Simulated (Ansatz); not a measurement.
Stepwise reaction of `COB(O)OC` with water, as a gas-phase model of exchange steps in deposition or etching. ΔE in kJ/mol.

Computed with Ansatz on PBE0-D4/def2-TZVP structures; ΔE is electronic, products minus reactants. CCSD(T)/CBS adds triple-zeta CCSD(T) − MP2 to the extrapolated MP2 energy (def2 sets, frozen cores). This one scheme is used for every species. DFT in def2-TZVPP. B3LYP here is the variant with VWN-RPA as its local correlation; programs differ in this. One conformer a species, not always the lowest.

```json
{"step": "1", "reaction": "`COB(O)OC` + H₂O → `COB(O)O` + CH₃OH", "PBE-D4": "0.3", "B3LYP-D4": "1.9", "ωB97M-V": "0.9", "CCSD(T)/CBS": "4.4"}
{"step": "2", "reaction": "`COB(O)O` + H₂O → `OB(O)O` + CH₃OH", "PBE-D4": "0.7", "B3LYP-D4": "2.3", "ωB97M-V": "1.8", "CCSD(T)/CBS": "5.3"}
```

Q: By hand: ΔE of the 2 steps together at CCSD(T)/CBS.

A: (4.4) + (5.3) = 9.7 kJ/mol, or 4.8 kJ/mol a step.

In ΔE the steps differ by no more than 0.9 kJ/mol. PBE-D4 differs from CCSD(T)/CBS by -4.6 to -4.1 kJ/mol a step. Isolated molecules leave out the surface, adducts and barriers. Largest T1 diagnostic: 0.012.
